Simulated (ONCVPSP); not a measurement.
## Configuration tests for Te (Z = 52) (ONCV)

| Item | Value |
| --- | --- |
| Element | tellurium |
| Generator | ONCVPSP 4.0.1 |
| Type | optimised norm-conserving Vanderbilt (ONCV) |
| Functional | PBEsol |
| Relativity | scalar-relativistic |
| Frozen core | [Kr] |
| Valence charge | 16 |
| Reference configuration | 4d10 5s2 5p3 (charge +1) |
| Partial waves | 5s: rc 1.75 bohr, ncon 4, nbas 8, qcut 3.4 1/bohr, 2 projectors, debl 1.4 Ha; 5p: rc 2.10 bohr, ncon 4, nbas 8, qcut 3.2 1/bohr, 2 projectors, debl 1.5 Ha; 4d: rc 1.30 bohr, ncon 4, nbas 8, qcut 14.3 1/bohr, 1 projector |
| Local potential | polynomial inside 1.15 bohr (lpopt 5, dvloc0 1 Ha) |
| Core correction | Teter function, fcfact 1.5, rcfact 1.75 |

Energies are relative to the spin-unpolarised reference configuration 4d10 5s2 5p3; without spin polarisation the order of configurations can differ from experiment.

| valence configuration | charge | ΔE all-electron (eV) | error AE − PS (meV) |
| --- | --- | --- | --- |
| 4d10 5s2 5p4 | 0 | -9.753 | +2.7 |
| 4d10 5s2 5p2 | +2 | 17.969 | -4.7 |
| 4d10 5s2 5p1 | +3 | 44.926 | -12 |
| 4d9 5s2 5p5 | 0 | 28.426 | -329 |

Levels in the configuration 4d9 5s2 5p5:

| level | all-electron (eV) | pseudo (eV) |
| --- | --- | --- |
| 4d | -47.792 | -48.372 |
| 5s | -16.988 | -16.952 |
| 5p | -7.024 | -6.997 |

Note: ghosts flagged at negative energy: s at -104.6 eV; GHOST(+) flagged for p at 29.0 eV. A true bound ghost makes a file unfit for plane-wave use.
